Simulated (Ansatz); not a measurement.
Reaction (formal hydrolysis of the Al–F bond): `[OH][Al]([F])[SH]` + H₂O → `[OH][Al]([OH])[SH]` + H–F

Isolated molecules relaxed with PBE0-D4/def2-TZVP in Ansatz; ΔE leaves out vibrations. CBS: MP2 limit from def2 TZ/QZ plus the TZ coupled-cluster correction, frozen cores. This one scheme is used for every species. DFT in def2-TZVPP. B3LYP here is the variant with VWN-RPA as its local correlation; programs differ in this. HSE06 is defined as in plane-wave codes. Each species was taken in one conformer, which may not be the lowest.

```csv
level,ΔE (kJ/mol)
B3LYP-D4,49.5
HSE06-D4,47.9
BHLYP,51.9
RPA@PBE/def2-TZVPP,48.5
MP2/def2-SVP,52.3
HF/def2-TZVPP,53.7
SCS-MP2/def2-TZVPP,48.1
SCS-MP2/def2-QZVPP,49.6
```

Problem. What does CCSD(T)/CBS give? (Best estimate.)

Solution. Ansatz gave: +49.3 kJ/mol. The listed levels differ from it by 0.2, -1.4, 2.6, -0.8, 3.0, 4.4, -1.2, 0.3 kJ/mol.

Largest T1 diagnostic among the species: 0.012.

In def2-TZVPP, CCSD(T) changes the Hartree–Fock value by −5.8 kJ/mol (the triples alone add −0.9 kJ/mol) and MP2 by −7.5 kJ/mol. Leaving LDA and LC-ωPBE aside and taking each functional with its dispersion term where it has one, the values, not all of them listed here, spread over 4.8 kJ/mol, from HSE06-D4 to B97M-V. LDA lies −5.5 kJ/mol from PBE without D4.
